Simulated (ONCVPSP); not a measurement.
## u(r) = r·R(r): atom against pseudo-atom (rhodium (Rh))

Columns: radius, all-electron u(r) and pseudo u(r) of the 4s shell (level -83.36 eV) of rhodium in the configuration [Ar] 3d10 4s2 4p6 4d8 5s0.5 5p0.5; PBEsol, scalar-relativistic, ONCV scheme, ONCVPSP 4.0.1.

```json
{"r (bohr)": "0.110", "all-electron": "0.3922", "pseudo": "0.2189"}
{"r (bohr)": "0.220", "all-electron": "-0.4260", "pseudo": "0.4276"}
{"r (bohr)": "0.330", "all-electron": "-0.6098", "pseudo": "0.6163"}
{"r (bohr)": "0.440", "all-electron": "-0.1408", "pseudo": "0.7760"}
{"r (bohr)": "0.550", "all-electron": "0.4438", "pseudo": "0.8996"}
{"r (bohr)": "0.660", "all-electron": "0.8795", "pseudo": "0.9820"}
{"r (bohr)": "0.770", "all-electron": "1.1131", "pseudo": "1.0213"}
{"r (bohr)": "0.880", "all-electron": "1.1794", "pseudo": "1.0186"}
{"r (bohr)": "0.990", "all-electron": "1.1337", "pseudo": "0.9784"}
{"r (bohr)": "1.100", "all-electron": "1.0260", "pseudo": "0.9078"}
{"r (bohr)": "1.210", "all-electron": "0.8919", "pseudo": "0.8156"}
{"r (bohr)": "1.320", "all-electron": "0.7538", "pseudo": "0.7117"}
{"r (bohr)": "1.430", "all-electron": "0.6244", "pseudo": "0.6047"}
{"r (bohr)": "1.540", "all-electron": "0.5094", "pseudo": "0.5022"}
{"r (bohr)": "1.650", "all-electron": "0.4109", "pseudo": "0.4091"}
{"r (bohr)": "1.760", "all-electron": "0.3285", "pseudo": "0.3283"}
{"r (bohr)": "1.870", "all-electron": "0.2608", "pseudo": "0.2608"}
{"r (bohr)": "1.980", "all-electron": "0.2059", "pseudo": "0.2059"}
{"r (bohr)": "2.090", "all-electron": "0.1619", "pseudo": "0.1618"}
{"r (bohr)": "2.200", "all-electron": "0.1268", "pseudo": "0.1267"}
{"r (bohr)": "2.310", "all-electron": "0.0990", "pseudo": "0.0989"}
{"r (bohr)": "2.420", "all-electron": "0.0771", "pseudo": "0.0771"}
{"r (bohr)": "2.530", "all-electron": "0.0599", "pseudo": "0.0599"}
{"r (bohr)": "2.640", "all-electron": "0.0465", "pseudo": "0.0464"}
{"r (bohr)": "2.750", "all-electron": "0.0360", "pseudo": "0.0360"}
{"r (bohr)": "2.860", "all-electron": "0.0278", "pseudo": "0.0278"}
```

How many radial nodes do the two functions have?

The all-electron 4s function has n − l − 1 = 3 (the table is too coarse to show those close to the nucleus); the pseudo-wave has 0, since the states of the same l below it are removed with the core.

At about which radius was the pseudo-wave matched?

1.85 bohr, where the columns begin to agree (steps of 0.11 bohr).

Where does each function peak?

Outermost all-electron maximum near 0.88 bohr, pseudo maximum near 0.77 bohr (to the table’s step).

Is the pseudo-wave norm-conserving?

Yes: the ONCV scheme keeps the norm inside the radius equal to the all-electron one, which fixes the energy derivative of the logarithmic derivative at the level.
